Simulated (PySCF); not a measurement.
Dipole moment and polarisability of `CP1C=C([SiH3])CC1`

Compound: C₅H₁₁PSi.
Cartesian coordinates in Å at the GFN2-xTB level; atoms count from 1:
```
atom  x, y, z in Å
C1    -2.4500    0.0609    0.9011
P2    -1.6096    0.9176   -0.5240
C3    -0.0325    1.2693    0.3234
C4     0.8991    0.3239    0.2167
Si5    2.6107    0.3926    0.9949
C6     0.4847   -0.8911   -0.5663
C7    -0.8037   -0.5627   -1.3298
H8    -2.7604    0.8113    1.6255
H9    -1.7865   -0.6550    1.3825
H10   -3.3369   -0.4483    0.5286
H11    0.1055    2.1942    0.8614
H12    2.7605    1.6495    1.7256
H13    2.7532   -0.7455    1.9087
H14    3.6188    0.2867   -0.0633
H15    1.2775   -1.1995   -1.2513
H16    0.3277   -1.7187    0.1327
H17   -0.5692   -0.2755   -2.3583
H18   -1.4977   -1.4032   -1.3732
```

Level: B3LYP/def2-SVPD (PySCF), static field, nuclei fixed, core orbitals frozen in the response. The polarisability tensor in these axes (au):

```
x   138.02  -6.15   6.23
y    -6.15  99.86   4.23
z     6.23   4.23  98.18
```

Task: Diagonalise the tensor; give its mean and Δα, where Δα² is half the sum of the squared differences of the eigenvalues.

Result: Principal values 93.02, 103.31 and 139.73 au; mean 112.02 au = 16.60 Å³ = 18.47 × 10⁻⁴⁰ C²·m²/J; Δα = 42.51 au (38 % of the mean).

Task: What is the dipole moment, and where does it point?

Result: (0.15, -1.16, 0.38) D, 1.23 D in size, pointing from the negative to the positive side. Measured along this direction, the outermost atoms are H11 at the negative end and H16 and H13 at the positive end.

Task: Refractivity n − 1 of an ideal gas of it at 400 K and 1 atm, from the electronic α?

Result: N = p/kT = 1.8347 × 10¹⁹ cm⁻³, so n − 1 = 2π × N × 16.60 × 10⁻²⁴ cm³ = 1914 × 10⁻⁶ at long wavelengths, for an ideal gas.

Task: Rayleigh depolarisation ratio (linearly polarised light, static tensor)?

Result: ρ = 3Δα²/(45ᾱ² + 4Δα²) = 5420.6/(564682 + 7227.5) = 0.00948.

Task: Sum over states: ᾱ = Σ f/ω², ω in Eh. What share falls to these 8 lowest TDDFT singlets (eV, f)? 4.69, 0.0809; 5.65, 0.0064; 6.05, 0.1339; 6.18, 0.0462; 6.41, 0.0485; 6.45, 0.0538; 6.56, 0.0008; 6.59, 0.0077.

Result: They add up to 8.45 au, 7.5 % of the 112.02 au; the largest single term is 2.72 au, from the state at 4.69 eV. Terms in order: 2.72, 0.15, 2.71, 0.89, 0.87, 0.96, 0.01, 0.13 au. Higher excitations give the rest. The strengths listed sum to 0.378.

One conformer (not necessarily the lowest) at the GFN2-xTB geometry, without solvent, vibrations or thermal averaging.

These values come from a run that also computed excited states. The run took about 1.7 min of CPU time (one thread, shared machine).
